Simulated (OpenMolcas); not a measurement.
## 3s² 3p² along the 14-electron sequence

```yaml
Program: OpenMolcas 26.06
Method: CASSCF
Basis: ANO-RCC-VTZP
Scalar_Hamiltonian: DKH2, point nucleus
Spin-orbit_coupling: state interaction with AMFI integrals over the reference wave functions, term energies averaged over their components
```

Active space for each ion: 2 electrons in 3 orbitals (3p).

Computed levels in cm-1 above ³P₀:

| Level | Si | P+ | S2+ | Cl3+ | Ar4+ |
| --- | --- | --- | --- | --- | --- |
| ³P₁ | 67.0 | 145 | 269 | 454 | 698 |
| ³P₂ | 197 | 420 | 768 | 1271 | 1914 |
| ¹D₂ | 8745 | 11618 | 14246 | 16816 | 19498 |
| ¹S₀ | 21343 | 28387 | 34635 | 40545 | 46561 |
| weight of ³P in the lowest level (%) | 100 | 100 | 100 | 100 | 100 |

Measured, with the error of the calculation in %. Measured levels: Si, P+ from NIST Handbook of Basic Atomic Spectroscopic Data; S2+ from NIST levels in Podobedova, Kelleher and Wiese, J. Phys. Chem. Ref. Data 38, 171 (2009); Cl3+ from Moore, Atomic Energy Levels, vol. I, NSRDS-NBS 35 (1971 reprint of NBS Circular 467, 1949); Ar4+ from Saloman, J. Phys. Chem. Ref. Data 39, 033101 (2010).

```tsv
Level	Si	P+	S2+	Cl3+	Ar4+
³P₁	77.1 (-13.2)	165 (-12.2)	299 (-10.0)	491 (-7.5)	763 (-8.6)
³P₂	223 (-11.8)	469 (-10.4)	833 (-7.9)	1341 (-5.2)	2029 (-5.7)
¹D₂	6299 (+38.8)	8882 (+30.8)	11323 (+25.8)	13766 (+22.2)	16299 (+19.6)
¹S₀	15394 (+38.6)	21576 (+31.6)	27161 (+27.5)	32550 (+24.6)	37912 (+22.8)
```

The fine-structure level ³P₂ changes by a factor of 9.72 from Si to Ar4+. Its fourth root runs 3.75, 4.53, 5.26, 5.97, 6.61, with steps per unit of Z of 0.78, 0.74, 0.71, 0.64; equal steps would mean a (Z - σ)^4 law with constant σ.

¹D₂ changes by a factor of 2.23 over the same range, with steps per unit of Z of +2870, +2630, +2570, +2680 cm-1.

With the s shell closed, the reference lacks s² → p² mixing. Without dynamic correlation excited terms often stand tens of per cent too high (terms of higher spin than the ground term too low), and those without a measured partner can miss by more than the paired ones (holds for Si; P+). Computed and measured levels are paired by configuration, term and J; levels that our copy of the source lacks, or whose pairing is in doubt (as where it misses far off the trend of its configuration), stay unpaired and out of the deviations. Levels of configurations outside the active space are missing.
